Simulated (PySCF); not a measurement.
C4H4F2O2, SMILES FC(F)=C1COCO1.

The structure is a stationary point at PBE-D3(BJ)/def2-SVP. This is a generated structure with no PubChem entry under its InChIKey; it may be hypothetical. The values are those of a single conformer.

Method: PBE-D3(BJ)/def2-SVP in PySCF.

Frequencies are harmonic and unscaled.

| mode | ν (cm⁻¹) | IR (km/mol) | moving atoms (share of kinetic energy) |
|---|---|---|---|
| 1 | 73 | 1.7 | O 44 %, C 29 %, H 18 %, F 9 % |
| 2 | 155 | 1.0 | F 51 %, C 27 %, O 16 % |
| 3 | 167 | 0.6 | F 56 %, C 17 %, O 15 %, H 12 % |
| 4 | 270 | 12.1 | H 45 %, O 27 %, C 26 % |
| 5 | 345 | 2.8 | C 62 %, O 15 %, F 14 %, H 9 % |
| 6 | 380 | 3.6 | F 60 %, O 19 %, C 18 % |
| 7 | 496 | 1.5 | C 82 %, F 10 % |
| 8 | 502 | 0.1 | F 42 %, C 34 %, O 18 % |
| 9 | 619 | 1.9 | F 63 %, C 27 %, O 9 % |
| 10 | 733 | 2.4 | O 76 %, C 18 % |
| 11 | 824 | 25.2 | C 38 %, O 36 %, H 15 %, F 11 % |
| 12 | 951 | 101.2 | C 48 %, O 30 %, H 19 % |
| 13 | 980 | 20.1 | C 42 %, H 40 %, O 17 % |
| 14 | 1000 | 11.4 | C 56 %, H 26 %, O 16 % |
| 15 | 1083 | 83.5 | C 45 %, O 30 %, H 23 % |
| 16 | 1111 | 136.7 | C 47 %, H 34 %, F 13 % |
| 17 | 1134 | 39.6 | H 43 %, C 40 %, O 12 % |
| 18 | 1155 | 119.5 | H 70 %, C 20 % |
| 19 | 1205 | 3.8 | H 82 %, O 12 % |
| 20 | 1221 | 226.8 | C 54 %, O 22 %, H 20 % |
| 21 | 1290 | 53.1 | H 50 %, C 38 %, F 8 % |
| 22 | 1311 | 111.2 | C 67 %, H 16 %, F 15 % |
| 23 | 1378 | 4.7 | H 68 %, C 24 % |
| 24 | 1429 | 1.2 | H 92 % |
| 25 | 1465 | 2.9 | H 90 %, C 10 % |
| 26 | 1823 | 65.1 | C 97 % |
| 27 | 2866 | 113.1 | H 93 % |
| 28 | 2903 | 47.2 | H 93 % |
| 29 | 3040 | 9.2 | H 91 %, C 9 % |
| 30 | 3053 | 27.9 | H 91 %, C 9 % |
